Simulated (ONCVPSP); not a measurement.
Transferability test, ONCV potential for Bi (Z = 83)

* Element: bismuth
* Generator: ONCVPSP 4.0.1
* Type: optimised norm-conserving Vanderbilt (ONCV)
* Functional: LDA (Perdew-Wang 92)
* Relativity: fully relativistic
* Frozen core: [Kr] 4d10 4f14
* Valence charge: 23
* Reference configuration: 5s2 5p6 5d10 6s2 6p3
* Partial waves: 5s+6s: rc 1.55 bohr, ncon 4, nbas 9, qcut 10.1 1/bohr, 2 projectors; 5p+6p: rc 1.50 bohr, ncon 5, nbas 9, qcut 8.4 1/bohr, 2 projectors; 5d: rc 1.25 bohr, ncon 5, nbas 9, qcut 8.4 1/bohr, 2 projectors, debl 1.2 Ha
* Local potential: polynomial inside 0.85 bohr (lpopt 2, dvloc0 3 Ha)
* Core correction: Teter function, fcfact 2.25, rcfact 1.15

Open shells are filled in proportion to 2j + 1.

Energies are relative to the spin-unpolarised reference configuration 5s2 5p6 5d10 6s2 6p3; without spin polarisation the order of configurations can differ from experiment.

```json
{"valence configuration": "5s2 5p6 5d10 6s2 6p2", "charge": "+1", "ΔE all-electron (eV)": "8.299", "error AE − PS (meV)": "+0.4"}
{"valence configuration": "5s2 5p6 5d10 6s1 6p4", "charge": "0", "ΔE all-electron (eV)": "9.946", "error AE − PS (meV)": "-1.2"}
```

(1) What are ΔE and the potential's error for 5s2 5p6 5d10 6s2 6p0?

(2) What are ΔE and the potential's error for 5s2 5p6 5d10 6s2 6p1?

## Answers

(1) ΔE = 47.968 eV all-electron; the error (AE − PS) is +0.3 meV.

(2) ΔE = 24.039 eV all-electron; the error (AE − PS) is +0.6 meV.
